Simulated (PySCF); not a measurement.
C4H4F2, SMILES FC1(F)C=CC1. Coordinates come from a B3LYP-D3(BJ)/def2-SVP optimisation.

Level of theory: B3LYP-D3(BJ)/def2-SVP (PySCF).

Harmonic wavenumbers (cm⁻¹): 194, 329, 461, 483, 486, 709, 757, 875, 937, 967, 970, 1057, 1078, 1124, 1209, 1224, 1280, 1348, 1450, 1647, 3055, 3120, 3200, 3231. Rotational constants (GHz): 5.976, 3.394, 3.206; symmetry number 1.

Work out the zero-point energy and the ideal-gas rigid-rotor harmonic-oscillator thermochemistry at 298.15 K and 1 atm.

ZPE = ½ Σ hcν = ½ × 31192 cm⁻¹ = 186.57 kJ/mol. H − E(el) = 202.30 kJ/mol. Entropy in J/(mol K): translation 164.88, rotation 108.81, vibration 29.26, total 302.94. G − E(el) = 111.98 kJ/mol. Cp = 85.16 J/(mol K).
